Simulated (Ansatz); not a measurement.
Isomers of CH$_{8}$ClNSi$_{2}$, relaxed with PBE0-D4/def2-TZVP in Ansatz; electronic energies, one conformer each and not always the lowest. Functionals use def2-TZVPP; CBS adds triple-zeta CCSD(T) − MP2 to the MP2 limit of def2-TZVPP and def2-QZVPP.

Q: Order them by energy at frozen-core CCSD(T)/CBS, lowest first. (Estimate.)
A. `C[Si](N)([SiH3])Cl`
B. `CN[SiH]([SiH3])Cl`
C. `CN([SiH3])[SiH2]Cl`

A: A (0.0 kcal/mol), C (8.2 kcal/mol), B (21.3 kcal/mol).

Q: How do PBE-D4, ωB97M-V, PBE0-D4, HF/CBS(def2) place them (kcal/mol, against `C[Si](N)([SiH3])Cl`)? (An estimate is asked.)

A: Ansatz gave: 
```csv
isomer,PBE-D4,ωB97M-V,PBE0-D4,HF/CBS(def2)
`CN([SiH3])[SiH2]Cl`,12.9,8.1,11.7,3.1
`CN[SiH]([SiH3])Cl`,20.7,21.5,21.0,19.0
```
